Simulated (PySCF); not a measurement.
Cost of excited-state runs on `InChI=1S/C6H8O2Se/c1-9-6(8)4-2-3-5-7/h2-5,7H,1H3/p-1/b4-2-,5-3+`, charge -1

Molfile (atoms numbered from 1):
```
C6H7O2Se
     RDKit          3D

 16 15  0  0  0  0  0  0  0  0999 V2000
    3.3248   -0.0191   -0.1323 C   0  0  0  0  0  0  0  0  0  0  0  0
    2.1024   -0.5444    1.2705 Se  0  0  0  0  0  2  0  0  0  0  0  0
    0.4469    0.1548    0.3183 C   0  0  0  0  0  0  0  0  0  0  0  0
    0.5911    0.6732   -0.7718 O   0  0  0  0  0  0  0  0  0  0  0  0
   -0.7096   -0.0683    1.0945 C   0  0  0  0  0  0  0  0  0  0  0  0
   -2.0052    0.3049    0.7078 C   0  0  0  0  0  0  0  0  0  0  0  0
   -2.4623    0.9356   -0.4351 C   0  0  0  0  0  0  0  0  0  0  0  0
   -3.8563    1.2078   -0.5858 C   0  0  0  0  0  0  0  0  0  0  0  0
   -4.4278    1.7544   -1.5224 O   0  0  0  0  0  0  0  0  0  0  0  0
    2.6725    0.4468   -0.8927 H   0  0  0  0  0  0  0  0  0  0  0  0
    3.8409   -0.8911   -0.5576 H   0  0  0  0  0  0  0  0  0  0  0  0
    4.0614    0.7096    0.2340 H   0  0  0  0  0  0  0  0  0  0  0  0
   -0.5704   -0.5645    2.0584 H   0  0  0  0  0  0  0  0  0  0  0  0
   -2.7914    0.0537    1.4380 H   0  0  0  0  0  0  0  0  0  0  0  0
   -1.7694    1.2303   -1.2263 H   0  0  0  0  0  0  0  0  0  0  0  0
   -4.4654    0.8527    0.3024 H   0  0  0  0  0  0  0  0  0  0  0  0
  1  2  1  0
  2  3  1  0
  3  4  2  0
  3  5  1  0
  5  6  2  0
  6  7  1  0
  7  8  2  0
  8  9  1  0
  1 10  1  0
  1 11  1  0
  1 12  1  0
  5 13  1  0
  6 14  1  0
  7 15  1  0
  8 16  1  0
M  CHG  1   9  -1
M  END
```

PySCF with density fitting, on 1 thread of an Arm Neoverse V2, shared host. Command: `OMP_NUM_THREADS=1 python excited_run.py task.json out`

How long does each of these runs take, and how much memory?
- first hyperpolarisability, CAM-B3LYP/aug-cc-pVDZ; usual settings
- excited states, wB97X-D/aug-cc-pVDZ; Tamm-Dancoff; spin-orbit couplings; 6 states; 5 triplets; quadratic response for 4 states
- excited states, CAM-B3LYP/aug-cc-pVDZ; two-photon moments; 8 states; quadratic response for 6 states; 0 triplets


| run | level | basis functions | wall time | peak memory (GiB) |
| --- | --- | --- | --- | --- |
| first hyperpolarisability | CAM-B3LYP/aug-cc-pVDZ | 283 | 86 s | 1.3 |
| excited states | wB97X-D/aug-cc-pVDZ | 283 | 89 s | 1.2 |
| excited states | CAM-B3LYP/aug-cc-pVDZ | 283 | 110 s | 1.3 |

Times from a shared host are rough.
